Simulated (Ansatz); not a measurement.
Reaction (isomerisation): `C[SiH](S)S` → `[SiH3]SCS`

Isolated molecules relaxed with PBE0-D4/def2-TZVP in Ansatz; ΔE leaves out vibrations. CBS: MP2 limit from def2 TZ/QZ plus the TZ coupled-cluster correction, frozen cores. DFT in def2-TZVPP. Each species was taken in one conformer, which may not be the lowest.

Problem. Is it downhill or uphill in electronic energy at CCSD(T)/CBS, and by how much? (Estimate.)

Solution. Ansatz gave: Uphill: ΔE = +42.5 kcal/mol.

Problem. What do these levels give: LDA (SPW92), r2SCAN-D4, PBE0-D4, r2SCANh-D4, PBE-QIDH, r2SCANh, BHLYP, LC-ωPBE, CCSD(T)/def2-SVP, SCS-MP2/def2-TZVPP, CCSD/def2-TZVPP, CCSD/CBS(def2)? (Best estimate.)

Solution. Computed: LDA (SPW92) 41.3, r2SCAN-D4 43.8, PBE0-D4 42.7, r2SCANh-D4 44.0, PBE-QIDH 43.5, r2SCANh 44.0, BHLYP 43.0, LC-ωPBE 43.5, CCSD(T)/def2-SVP 39.5, SCS-MP2/def2-TZVPP 41.8, CCSD/def2-TZVPP 42.8, CCSD/CBS(def2) 42.9 kcal/mol.

Problem. What do rigid-rotor, harmonic-oscillator terms from PBE0-D4/def2-TZVP frequencies (298.15 K, 1 bar) make of the CCSD(T)/CBS value? (Best estimate.)

Solution. Computed: ΔZPE = -0.6 kcal/mol, ΔH = +41.4 kcal/mol, ΔS = -8 J/(mol·K), ΔG = +42.0 kcal/mol.

Largest T1 diagnostic among the species: 0.011.

From PBE to PBE0 (25 % exact exchange), in def2-TZVPP and without D4, ΔE moves by +1.3 kcal/mol. Leaving LDA and LC-ωPBE aside and taking each functional with its dispersion term where it has one, the values, not all of them listed here, spread over 4.3 kcal/mol, from BLYP-D4 to B97M-V. At CCSD(T), def2-SVP lies −3.0 kcal/mol from the extrapolated value and def2-TZVPP −0.1 kcal/mol.
